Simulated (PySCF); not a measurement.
## Calculated data, CH₆BOSi, C₂H₉BSi, CH₅BOSi, CH₄BClSi

All values are calculated (PySCF 2.14.0). Calculation on a computer-drawn molecule: the log of a Hartree-Fock and frozen-core CCSD(T) single point meant for a local Hartree-Fock minimum, with one planted fault or none, to be diagnosed. Offsets are logged minus clean, where the clean run is the same molecule without the fault. The reference is restricted for singlets and unrestricted otherwise, and also for a bond in bohr or an excited solution. Adding or removing an electron swaps singlet and doublet. The excited solution moves the top pair (singlet) or top alpha electron (doublet) to the lowest empty orbital. Highest occupied and lowest empty are orbital energies over both spins, largest force is the largest gradient component, triples share is (T) over the correlation energy, the T1 limit is 0.02 restricted and 0.045 unrestricted, electrons count all cores, a negative frequency is imaginary (commonest isotopes), and the dipole is about the centre of nuclear charge.

Common to all runs: meant multiplicity 1; meant basis cc-pV(D+d)Z; logged SCF converged yes; possible faults no fault, one electron removed, one electron added, multiplicity raised by two, geometry at a saddle point, SCF held on an excited solution, minimal basis STO-3G, one bond length entered in bohr, all coordinates scaled.

(1) 
```xyz
10
formula=CH6BOSi meant_charge=1 logged_electrons=37 logged_basis_functions=95 logged_spin_squared=0.7769 logged_highest_occupied=-24.563 logged_lowest_empty=-14.853 logged_largest_force=0.069883 logged_T1_diagnostic=0.026155 logged_D1_diagnostic=0.11848 logged_triples_share=0.031604 logged_CC_converged=yes logged_dipole_magnitude=2.9426 logged_SCF_stable_within_its_kind=yes logged_energy_HF=-429.02404 logged_energy_CCSD(T)=-429.56413 planted_fault=one_electron_removed HF_energy_offset_from_clean_run=365.8 CCSD(T)_energy_offset_from_clean_run=371.3
C      0.1530    -2.3339     1.0112
B     -0.1951    -2.3114    -0.5038
Si     0.0599    -0.6398    -1.6772
O      1.3258    -0.3858    -2.5886
H      0.5039    -3.3206     1.3213
H      0.8304    -1.5645     1.3795
H     -0.8161    -2.1923     1.5197
H     -0.6927    -3.2270    -1.0862
H     -0.8792     0.4711    -1.8254
H      2.1053    -0.9128    -2.7252
```

Units: logged_highest_occupied, logged_lowest_empty in eV; logged_largest_force in hartree/bohr; logged_dipole_magnitude in debye; logged_energy_HF, logged_energy_CCSD(T) in hartree; HF_energy_offset_from_clean_run, CCSD(T)_energy_offset_from_clean_run in kcal/mol.

Drawn bonds:
| atom | other atom | order |
| --- | --- | --- |
| 1 | 2 | 1 |
| 2 | 3 | 1 |
| 3 | 4 | 1 |
| 1 | 5 | 1 |
| 1 | 6 | 1 |
| 1 | 7 | 1 |
| 2 | 8 | 1 |
| 3 | 9 | 1 |
| 4 | 10 | 1 |

(2) 
```xyz
13
formula=C2H9BSi meant_charge=0 logged_electrons=40 logged_basis_functions=110 logged_spin_squared=2.0106 logged_highest_occupied=-6.8818 logged_lowest_empty=-0.94385 logged_largest_force=0.048528 logged_T1_diagnostic=0.015297 logged_D1_diagnostic=0.085234 logged_triples_share=0.027463 logged_CC_converged=yes logged_dipole_magnitude=2.1226 logged_SCF_stable_within_its_kind=yes logged_energy_HF=-394.46318 logged_energy_CCSD(T)=-395.01712 planted_fault=multiplicity_raised_by_two HF_energy_offset_from_clean_run=78.9 CCSD(T)_energy_offset_from_clean_run=83.55
C     -0.5469    -0.8331    -0.8216
B      0.4906     0.1394    -0.1411
Si     0.7263     2.0956    -0.6996
C      2.3994     2.8414    -0.2407
H     -1.0084    -1.5290    -0.1154
H      0.0468    -1.4537    -1.5123
H     -1.3239    -0.3489    -1.4166
H      1.1818    -0.3142     0.7380
H      0.5078     2.2454    -2.1661
H     -0.3557     2.8720    -0.0256
H      2.5687     2.7782     0.8378
H      2.4564     3.8933    -0.5323
H      3.2147     2.3092    -0.7392
```

Units: logged_highest_occupied, logged_lowest_empty in eV; logged_largest_force in hartree/bohr; logged_dipole_magnitude in debye; logged_energy_HF, logged_energy_CCSD(T) in hartree; HF_energy_offset_from_clean_run, CCSD(T)_energy_offset_from_clean_run in kcal/mol.

Drawn bonds:
| atom | other atom | order |
| --- | --- | --- |
| 1 | 2 | 1 |
| 2 | 3 | 1 |
| 3 | 4 | 1 |
| 1 | 5 | 1 |
| 1 | 6 | 1 |
| 1 | 7 | 1 |
| 2 | 8 | 1 |
| 3 | 9 | 1 |
| 3 | 10 | 1 |
| 4 | 11 | 1 |
| 4 | 12 | 1 |
| 4 | 13 | 1 |

(3) 
```xyz
9
formula=CH5BOSi meant_charge=0 logged_electrons=38 logged_basis_functions=90 logged_spin_squared=0 logged_highest_occupied=-5.8357 logged_lowest_empty=-3.9275 logged_largest_force=0.06648 logged_CC_converged=no logged_dipole_magnitude=2.8087 logged_SCF_stable_within_its_kind=no logged_energy_HF=-428.86392 planted_fault=SCF_held_on_an_excited_solution HF_energy_offset_from_clean_run=234.9
C     -1.9435    -0.8255     0.2848
B     -0.5211    -0.3905     0.7932
Si     0.2825     1.4600     0.5229
O      0.9288     1.9222    -0.7541
H     -2.3756    -0.2034    -0.4999
H     -1.9682    -1.8732    -0.0248
H     -2.6054    -0.7552     1.1630
H      0.1322    -1.1785     1.4252
H      0.1971     2.3367     1.7199
```

Units: logged_highest_occupied, logged_lowest_empty in eV; logged_largest_force in hartree/bohr; logged_dipole_magnitude in debye; logged_energy_HF in hartree; HF_energy_offset_from_clean_run in kcal/mol.

Drawn bonds:
| atom | other atom | order |
| --- | --- | --- |
| 1 | 2 | 1 |
| 2 | 3 | 1 |
| 3 | 4 | 2 |
| 1 | 5 | 1 |
| 1 | 6 | 1 |
| 1 | 7 | 1 |
| 2 | 8 | 1 |
| 3 | 9 | 1 |

Notes: CCSD not converged.

(4) 
```xyz
9
formula=CH5BOSi meant_charge=0 logged_electrons=39 logged_basis_functions=90 logged_spin_squared=0.7618 logged_highest_occupied=-0.78983 logged_lowest_empty=7.1661 logged_largest_force=0.058555 logged_T1_diagnostic=0.019256 logged_D1_diagnostic=0.08059 logged_triples_share=0.030472 logged_CC_converged=yes logged_dipole_magnitude=2.2653 logged_SCF_stable_within_its_kind=yes logged_energy_HF=-429.22932 logged_energy_CCSD(T)=-429.80885 planted_fault=one_electron_added HF_energy_offset_from_clean_run=5.579 CCSD(T)_energy_offset_from_clean_run=-5.085
C     -1.9435    -0.8255     0.2848
B     -0.5211    -0.3905     0.7932
Si     0.2825     1.4600     0.5229
O      0.9288     1.9222    -0.7541
H     -2.3756    -0.2034    -0.4999
H     -1.9682    -1.8732    -0.0248
H     -2.6054    -0.7552     1.1630
H      0.1322    -1.1785     1.4252
H      0.1971     2.3367     1.7199
```

Units: logged_highest_occupied, logged_lowest_empty in eV; logged_largest_force in hartree/bohr; logged_dipole_magnitude in debye; logged_energy_HF, logged_energy_CCSD(T) in hartree; HF_energy_offset_from_clean_run, CCSD(T)_energy_offset_from_clean_run in kcal/mol.

Drawn bonds:
| atom | other atom | order |
| --- | --- | --- |
| 1 | 2 | 1 |
| 2 | 3 | 1 |
| 3 | 4 | 2 |
| 1 | 5 | 1 |
| 1 | 6 | 1 |
| 1 | 7 | 1 |
| 2 | 8 | 1 |
| 3 | 9 | 1 |

(5) 
```xyz
8
formula=CH4BClSi meant_charge=0 logged_electrons=46 logged_basis_functions=94 logged_spin_squared=1.1658 logged_highest_occupied=-8.1652 logged_lowest_empty=-0.81447 logged_largest_force=0.011505 logged_T1_diagnostic=0.045997 logged_D1_diagnostic=0.18984 logged_triples_share=0.025358 logged_CC_converged=yes logged_dipole_magnitude=1.1254 logged_SCF_stable_within_its_kind=yes logged_energy_HF=-813.20948 logged_energy_CCSD(T)=-813.69191 planted_fault=one_bond_length_entered_in_bohr,row_3_of_the_drawn_bonds HF_energy_offset_from_clean_run=62.89 CCSD(T)_energy_offset_from_clean_run=80.81
C     -2.1191     0.1527     1.8279
B     -1.2012    -0.0669     0.5622
Si     0.7293    -0.7605     0.6232
Cl     2.1598     2.9990     0.7899
H     -2.7203     1.0623     1.7491
H     -1.6060     0.1465     2.7917
H     -2.8337    -0.6847     1.8313
H     -1.6670     0.1727    -0.5256
```

Units: logged_highest_occupied, logged_lowest_empty in eV; logged_largest_force in hartree/bohr; logged_dipole_magnitude in debye; logged_energy_HF, logged_energy_CCSD(T) in hartree; HF_energy_offset_from_clean_run, CCSD(T)_energy_offset_from_clean_run in kcal/mol.

Drawn bonds:
| atom | other atom | order |
| --- | --- | --- |
| 1 | 2 | 1 |
| 2 | 3 | 1 |
| 3 | 4 | 1 |
| 1 | 5 | 1 |
| 1 | 6 | 1 |
| 1 | 7 | 1 |
| 2 | 8 | 1 |

Notes: T1 above single-reference limit.

(6) 
```xyz
8
formula=CH4BClSi meant_charge=0 logged_electrons=47 logged_basis_functions=94 logged_spin_squared=0.7753 logged_highest_occupied=-1.0353 logged_lowest_empty=6.9697 logged_largest_force=0.043955 logged_T1_diagnostic=0.01525 logged_D1_diagnostic=0.05586 logged_triples_share=0.027623 logged_CC_converged=yes logged_dipole_magnitude=4.0438 logged_SCF_stable_within_its_kind=yes logged_energy_HF=-813.31777 logged_energy_CCSD(T)=-813.83312 planted_fault=one_electron_added HF_energy_offset_from_clean_run=-5.067 CCSD(T)_energy_offset_from_clean_run=-7.803
C     -2.1191     0.1527     1.8279
B     -1.2012    -0.0669     0.5622
Si     0.7293    -0.7605     0.6232
Cl     1.4863     1.2290     0.7114
H     -2.7203     1.0623     1.7491
H     -1.6060     0.1465     2.7917
H     -2.8337    -0.6847     1.8313
H     -1.6670     0.1727    -0.5256
```

Units: logged_highest_occupied, logged_lowest_empty in eV; logged_largest_force in hartree/bohr; logged_dipole_magnitude in debye; logged_energy_HF, logged_energy_CCSD(T) in hartree; HF_energy_offset_from_clean_run, CCSD(T)_energy_offset_from_clean_run in kcal/mol.

Drawn bonds:
| atom | other atom | order |
| --- | --- | --- |
| 1 | 2 | 1 |
| 2 | 3 | 1 |
| 3 | 4 | 1 |
| 1 | 5 | 1 |
| 1 | 6 | 1 |
| 1 | 7 | 1 |
| 2 | 8 | 1 |
